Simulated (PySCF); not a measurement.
Correlation energy of O³⁺ (oxygen, charge +3)

[He] 2s2 2p1, 2P determinant. Computed with PySCF 2.14 in x2c-TZVPPall, with the spin-free X2C one-electron Hamiltonian (Gaussian nucleus). Frozen: nothing; 5 electrons correlated.

```
  level  correlation energy (mhartree)
   CCSD                        -106.38
    (T)                          -1.10
CCSD(T)                        -107.48
  CCSDT                        -107.68
```

Diagnostics: T1 = 0.0041, D1 = 0.0103, largest double amplitude 0.135.

Cost of the coupled-cluster step: roughly 0.21 core-seconds, for 5 correlated electrons.

Iterations:

```
CC2 = 0
CCSD nocc = (np.int64(3), np.int64(2)), nmo = (31, 31)
frozen orbitals [[], []]
max_cycle = 100
direct = 0
conv_tol = 1e-08
conv_tol_normt = 1e-06
diis_space = 8
diis_start_cycle = 0
Init t2, MP2 energy = -0.0765415396928349
Init E_corr(UCCSD) = -0.0765415396929319
cycle = 1  E_corr(UCCSD) = -0.0937685174551644  dE = -0.0172269778  norm(t1,t2) = 0.0483934
cycle = 2  E_corr(UCCSD) = -0.100388667891937  dE = -0.00662015044  norm(t1,t2) = 0.0235934
cycle = 3  E_corr(UCCSD) = -0.106459929436431  dE = -0.00607126154  norm(t1,t2) = 0.0119045
cycle = 4  E_corr(UCCSD) = -0.106357693382526  dE = 0.000102236054  norm(t1,t2) = 0.000624256
cycle = 5  E_corr(UCCSD) = -0.106389374955697  dE = -3.16815732e-05  norm(t1,t2) = 7.14964e-05
cycle = 6  E_corr(UCCSD) = -0.106379767420616  dE = 9.60753508e-06  norm(t1,t2) = 1.55414e-05
cycle = 7  E_corr(UCCSD) = -0.106381948438207  dE = -2.18101759e-06  norm(t1,t2) = 4.1522e-06
cycle = 8  E_corr(UCCSD) = -0.106381897284266  dE = 5.11539417e-08  norm(t1,t2) = 2.55034e-07
cycle = 9  E_corr(UCCSD) = -0.10638188232504  dE = 1.49592256e-08  norm(t1,t2) = 6.06336e-08
cycle = 10  E_corr(UCCSD) = -0.10638186809825  dE = 1.42267901e-08  norm(t1,t2) = 2.90462e-08
cycle = 11  E_corr(UCCSD) = -0.106381870294426  dE = -2.19617617e-09  norm(t1,t2) = 1.46824e-08
UCCSD converged
E(UCCSD) = -71.25593692879323  E_corr = -0.106381870294426
UCCSD(T) correction = -0.00109740900763229
```

This basis was not built for core-valence correlation, so the inner-shell part is incomplete.
